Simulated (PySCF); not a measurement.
## Deuteron quadrupole couplings in `CCCCCCC#C[SiH3]`

C8H16Si.
Cartesian coordinates in Å at the GFN2-xTB level; atoms count from 1:
```
atom  x, y, z in Å
C1    -3.7116    1.6171    0.4430
C2    -2.4202    1.2433   -0.2745
C3    -1.7766   -0.0044    0.3250
C4    -0.5028   -0.4042   -0.4148
C5     0.1000   -1.6911    0.1416
C6     1.3751   -2.0985   -0.6067
C7     2.4383   -1.1329   -0.4131
C8     3.3098   -0.3199   -0.2316
Si9    4.6434    0.9255    0.0212
H10   -3.5187    1.8257    1.4931
H11   -4.1577    2.5014   -0.0064
H12   -4.4303    0.8021    0.3837
H13   -1.7158    2.0760   -0.2145
H14   -2.6330    1.0665   -1.3315
H15   -2.4920   -0.8301    0.2848
H16   -1.5438    0.1792    1.3765
H17    0.2344    0.3983   -0.3384
H18   -0.7334   -0.5419   -1.4747
H19   -0.6300   -2.5000    0.0588
H20    0.3338   -1.5558    1.2001
H21    1.7175   -3.0747   -0.2488
H22    1.1634   -2.1841   -1.6774
H23    4.5549    1.9239   -1.0489
H24    4.4453    1.5609    1.3277
H25    5.9389    0.2417   -0.0253
```

Level: PBE0/pcSseg-1 (PySCF, non-relativistic); Q(2H) = 0.00286 b; rigid geometry, the same for H and D, with no vibrational averaging.

Question: Rank these positions by the coupling χzz of a deuteron there, largest first.
A. H24 (Si–H hydrogen)
B. H12 (methyl hydrogen)
C. H15 (methylene hydrogen)

Answer: B (211 kHz), C (203 kHz), A (107 kHz).

What are Vzz, η and χzz (234.96 MHz × Q × Vzz) at all hydrogens?

| atom | bonded to | bond length (Å) | Vzz (au) | η | χzz (kHz) |
| --- | --- | --- | --- | --- | --- |
| H10 | C1 | 1.088 | 0.3151 | 0.02 | 212 |
| H11 | C1 | 1.088 | 0.3165 | 0.01 | 213 |
| H12 | C1 | 1.088 | 0.3146 | 0.02 | 211 |
| H13 | C2 | 1.092 | 0.3040 | 0.02 | 204 |
| H14 | C2 | 1.093 | 0.3034 | 0.02 | 204 |
| H15 | C3 | 1.093 | 0.3023 | 0.03 | 203 |
| H16 | C3 | 1.093 | 0.3034 | 0.02 | 204 |
| H17 | C4 | 1.092 | 0.2994 | 0.02 | 201 |
| H18 | C4 | 1.093 | 0.3019 | 0.03 | 203 |
| H19 | C5 | 1.093 | 0.3022 | 0.03 | 203 |
| H20 | C5 | 1.092 | 0.3008 | 0.03 | 202 |
| H21 | C6 | 1.095 | 0.2983 | 0.02 | 200 |
| H22 | C6 | 1.095 | 0.2973 | 0.02 | 200 |
| H23 | Si9 | 1.466 | 0.1597 | 0.01 | 107 |
| H24 | Si9 | 1.466 | 0.1597 | 0.01 | 107 |
| H25 | Si9 | 1.466 | 0.1601 | 0.01 | 108 |

Average by the element that carries the hydrogen.

on C: 205 kHz over 13 positions, mean bond length 1.092 Å; on Si: 107 kHz over 3 positions, mean bond length 1.466 Å.

A static deuteron (I = 1) shows a doublet split by (3/2)χ, (3/4)χ(1 + η) and (3/4)χ(1 − η) with the field along z, y and x of the gradient. What are these for H25?

With |χ| = 107.6 kHz and η = 0.008: 161, 81 and 80 kHz, to first order and without motion.

The structure is a single GFN2-xTB conformer in the gas phase; no vibrational or solvent corrections. GFN2-xTB frequencies show an imaginary mode (24i cm⁻¹), so this geometry is no minimum at that level. GFN2-xTB bond lengths can be off by several hundredths of an ångström, more for odd bonds, and the gradients follow them. With a basis this small, the couplings can be 20 % off.
